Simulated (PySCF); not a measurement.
# Circular dichroism: `C[C@H]1[CH2][GeH2][Ge@@H]1[Br]`, C3H9BrGe2

Geometry (Å), atoms numbered from 1 in this order:
```xyz
15

C    -1.9211   -0.2754    0.4027
C    -0.4254   -0.0799    0.5754
C     0.4291   -1.1696   -0.0831
Ge    2.0590   -0.1775   -0.7253
Ge    0.3836    1.5749   -0.3196
Br    0.6521    3.4245    1.0569
H    -2.2461   -1.2091    0.8627
H    -2.4665    0.5445    0.8703
H    -2.1865   -0.3037   -0.6544
H    -0.1956   -0.0352    1.6460
H    -0.0967   -1.5808   -0.9484
H     0.6365   -1.9995    0.5908
H     3.2414   -0.2563    0.2282
H     2.6331   -0.6229   -2.0656
H    -0.5012    2.1739   -1.4584
```

Method used: PySCF, TDDFT PBE0/def2-SVPD circular dichroism and optical rotation, one conformer, gas phase. Geometry: GFN2-xTB.

The calculation is non-relativistic, which matters for the atoms heavier than Zn.

Question: What are the CIP labels of the stereocentres?

Answer: C2 S, Ge5 R.

Question: List the lowest 12 singlet excitations with oscillator and rotatory strengths.

Answer: Rotatory strengths R in 10⁻⁴⁰ esu² cm², velocity form and length form (origin at the centre of mass); f in length form.
```
state  E (eV)  λ (nm)      f  R (velocity)  R (length)                                    main
    1    5.05     246  0.045          +2.6        +1.9                          HOMO→LUMO 0.88
    2    5.31     233  0.053         -13.6       -12.7                        HOMO−1→LUMO 0.85
    3    5.80     214  0.062         +42.5       +41.9    HOMO→LUMO+1 0.72, HOMO−1→LUMO+1 0.13
    4    6.09     204  0.051          -9.0        -8.6                      HOMO−1→LUMO+1 0.76
    5    6.11     203  0.035         -12.4       -12.5                        HOMO−2→LUMO 0.85
    6    6.26     198  0.027         +27.1       +26.4      HOMO→LUMO+2 0.73, HOMO−3→LUMO 0.18
    7    6.39     194  0.060         +32.0       +30.8    HOMO−3→LUMO 0.63, HOMO−1→LUMO+2 0.17
    8    6.54     190  0.010         +16.5       +16.1    HOMO−1→LUMO+2 0.54, HOMO→LUMO+3 0.28
    9    6.63     187  0.092         -82.4       -84.2    HOMO→LUMO+3 0.64, HOMO−1→LUMO+2 0.17
   10    6.89     180  0.001          +3.8        +4.0  HOMO−2→LUMO+1 0.70, HOMO−1→LUMO+3 0.24
   11    6.92     179  0.021         -13.5       -12.7    HOMO−4→LUMO 0.46, HOMO−1→LUMO+3 0.24
   12    6.94     179  0.002         +13.1       +12.2    HOMO−1→LUMO+3 0.47, HOMO−4→LUMO 0.31
```

Among the states computed, the strongest CD band (largest |R|) is state 9. The largest dissymmetry factor in size, g = 4R/(D+G), with D and G the electric and magnetic dipole strengths, is +0.062 for state 12 (velocity form, f = 0.002), among bands with |R| over 0.5. The mirror image has the same energies and oscillator strengths and all R with the opposite sign.
